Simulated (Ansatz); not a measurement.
Frontier orbitals of C3H4BF, SMILES `C=C1BC1F`.

Charge 0, multiplicity 1. Geometry: relaxed with PBE0-D4/def2-TZVP. Basis def2-TZVPP, Ansatz.

```
functional  HOMO (eV)  LUMO (eV)  gap (eV)
       PBE      -6.35      -3.49      2.86
      BLYP      -6.25      -3.31      2.94
    B97M-V      -6.68      -3.19      3.49
      PBE0      -7.68      -2.54      5.14
   ωB97M-V      -9.90      -0.49      9.41
        HF     -10.33       1.18     11.51
```

Against PBE, PBE0 changes HOMO and LUMO by −1.32 and +0.95 eV, ωB97M-V by −3.55 and +3.00 eV. A gap of 2.86 eV thus becomes 9.41 eV for the same molecule, so an orbital gap means little without its functional.
